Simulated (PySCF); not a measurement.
Frontier orbitals and the lowest excitations

Species: C₄H₈OP₂.
Z-matrix (Å and degrees, GFN2-xTB geometry), rows numbered from 1:
```
C 
P   1  1.8450
C   2  1.8458  1   98.68
C   2  1.8656  1   99.87  3  -101.16
P   4  1.8938  2  118.90  1    53.93
C   5  1.6400  4   96.85  2   -90.66
O   6  1.1635  5  173.65  4  -166.67
H   1  1.0885  2  108.69  3   -71.53
H   1  1.0910  2  111.10  3    49.10
H   1  1.0887  2  109.32  3   170.33
H   3  1.0884  2  109.20  1  -171.70
H   3  1.0884  2  108.80  1    69.92
H   3  1.0905  2  110.92  1   -50.87
H   4  1.0943  2  106.85  1   172.51
H   4  1.0915  2  108.42  1   -71.88
```

Method used: TDDFT wB97X-D/def2-SVPD, vertical, gas phase, core orbitals frozen in the response in PySCF.

Kohn–Sham orbitals with the atoms that hold most of them (Löwdin shares over 4%, at most four atoms; ? is withheld):

| orbital | ε (eV) | atoms |
| --- | --- | --- |
| HOMO-3 | -11.37 | C3 26%, C1 23%, P2 23%, H10 6% |
| HOMO-2 | -10.76 | P5 51%, C4 16%, C6 11%, P2 7% |
| HOMO-1 | -8.63 | P2 30%, P5 22%, C4 10%, C6 10% |
| HOMO | -8.27 | ? |
| LUMO | ? | ? |
| LUMO+1 | 1.18 | P5 32%, C6 29%, O7 20%, C4 6% |
| LUMO+2 | 2.14 | C6 22%, P5 13%, C1 11%, O7 10% |

Task: Which atoms hold the LUMO, and with what shares?

Result: C6 (bonded to O and P) 35%; O7 (bonded to C) 26%; P5 (bonded to 2 C) 20%; C4 (bonded to 2 P and 2 H) 11%. By element: carbon 46% or more, oxygen 26%, phosphorus 20% or more.

Task: Give the leading atoms of the HOMO.

Result: P5 (bonded to 2 C) 29%; P2 (bonded to 3 C) 28%; C6 (bonded to O and P) 16%; O7 (bonded to C) 11%. By element: phosphorus 57%, carbon 16% or more, oxygen 11%.

Task: What is the LUMO energy, and the HOMO–LUMO gap?

Result: ε(LUMO) = -0.17 eV; the gap is 8.10 eV (0.2977 hartree).

Task: How does S1 compare with the orbital gap of 8.10 eV?

Result: S1 is at 2.82 eV (f = 0.0002), 5.28 eV below the gap, made of HOMO→LUMO (69%), HOMO-1→LUMO (30%). 

Next come S2 at 4.49 eV (f 0.038), HOMO-1→LUMO (52%), HOMO→LUMO (21%), HOMO→LUMO+1 (14%); S3 at 5.41 eV (f 0.115), HOMO→LUMO+1 (42%), HOMO-2→LUMO (26%), HOMO-1→LUMO (16%); S4 at 5.70 eV (f 0.0037), HOMO-1→LUMO+1 (67%), HOMO→LUMO+1 (19%); S5 at 6.20 eV (f 0.057), HOMO→LUMO+2 (54%), HOMO-1→LUMO+2 (13%), HOMO→LUMO+5 (9%).

Löwdin shares depend on the basis, the more so with diffuse functions.

The run took 49 s on an Intel Xeon Platinum 8375C at 2.90 GHz with one thread, no GPU, shared host with 128 logical CPUs at a one-minute load of 65, and the process peaked at 0.90 GiB of memory.

One conformer stands for the species.
